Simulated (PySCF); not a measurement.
Species: H4I2Si2.
SMILES with atom numbers: `[I:1][SiH2:2][SiH2:3][I:4]` (hydrogens: H5, H6 on Si2; H7, H8 on Si3)

Computed by this run: PySCF 2.14.0, PBE0-D3(BJ)/def2-SVP geometry optimisation, gas phase, def2 core potentials past Kr; density fitting, grid level 1; the optimiser is geomeTRIC in internal coordinates, started from a GFN2-xTB structure with every atom displaced at random (about 0.01 Å).

Step 0: E = -32013.2689 eV
```
atom  x, y, z in Å  |  force x, y, z in eV/Å
I1     -2.3915    0.3733   -1.8132    0.019   0.019  -0.208
Si2    -1.1263    0.0582    0.2699   -0.314   0.107  -0.725
Si3     1.1020   -0.0667   -0.2893    0.889  -0.016   0.920
I4      2.4468   -0.3696    1.8099   -0.336   0.040  -0.217
H5     -1.4774    1.1941    1.1018    0.043   0.628   0.512
H6     -1.6743   -1.1492    0.8553   -0.077  -0.745   0.397
H7      1.6796    1.1467   -0.8754   -0.098   0.477  -0.263
H8      1.4964   -1.2059   -1.1115   -0.126  -0.511  -0.416
```

Task: Estimate the geometry and energy of step 1. (The exact step hangs on the optimiser's Hessian estimate; all steps are aligned on step 0, rigid shifts and turns removed.)

Result: E = -32013.4037 eV, largest force 0.257 eV/Å
```
atom  x, y, z in Å  |  force x, y, z in eV/Å
I1     -2.3760    0.3715   -1.8383    0.002   0.001  -0.009
Si2    -1.1160    0.0585    0.2510    0.030   0.013  -0.080
Si3     1.1506   -0.0647   -0.2980   -0.111  -0.030   0.230
I4      2.2768   -0.3688    1.8787    0.000   0.008  -0.110
H5     -1.3677    1.2267    1.1404   -0.023   0.005   0.024
H6     -1.5756   -1.2041    0.8939   -0.008  -0.006   0.029
H7      1.6258    1.2011   -0.9163    0.056   0.029  -0.043
H8      1.4372   -1.2394   -1.1637    0.054  -0.021  -0.042
```

The energy changes by -0.1348 eV. The first-order estimate −F·Δx gives -0.2752 eV and the mean of the old and new forces, exact on a quadratic surface, -0.1308 eV. The step makes an angle of 63° with the force vector and moves no atom by more than 0.183 Å.

What follows is the cost of the whole optimisation. Time: 38 s wall; peak memory 0.45 GiB. Hardware: one thread, Arm Neoverse V2 (aarch64), on a shared host.
